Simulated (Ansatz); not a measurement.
`N[Si](O)(Cl)Br` + `CCC(C)=O` → `CC[Si](N)(O)Cl` + `CC(=O)Br`  (formal exchange of groups at the Si–Br bond)

Calculated with Ansatz (gas phase, PBE0-D4/def2-TZVP geometries, no zero-point term in ΔE). CCSD(T)/CBS is the MP2 limit (def2-TZVPP, def2-QZVPP) plus CCSD(T) − MP2 in def2-TZVPP, frozen cores. Functionals use def2-TZVPP. B3LYP here is the variant with VWN-RPA as its local correlation; programs differ in this. For Br outer-core shells are correlated without core-valence functions, which leaves a few kJ/mol of doubt a bond. Scalar relativity is left out up to krypton. One conformer a species, not always the lowest.

CCSD(T)/CBS gives +90.1 kJ/mol.

Question: Another level gave +67.1 kJ/mol. Which?
A. B3LYP/def2-TZVPP
B. HF/def2-TZVPP
C. revPBE/def2-TZVPP
D. PBE-QIDH/def2-TZVPP

Answer: C. revPBE 67.1, B3LYP 78.0, PBE-QIDH 91.0, HF/def2-TZVPP 110.4 kJ/mol.

Largest T1 diagnostic among the species: 0.013.

Leaving LDA and LC-ωPBE aside and taking each functional with its dispersion term where it has one, the values, not all of them listed here, spread over 30.4 kJ/mol, from BLYP-D4 to BHLYP-D4. LDA lies +5.6 kJ/mol from PBE without D4. From PBE to PBE0 (25 % exact exchange), in def2-TZVPP and without D4, ΔE moves by +14.8 kJ/mol.
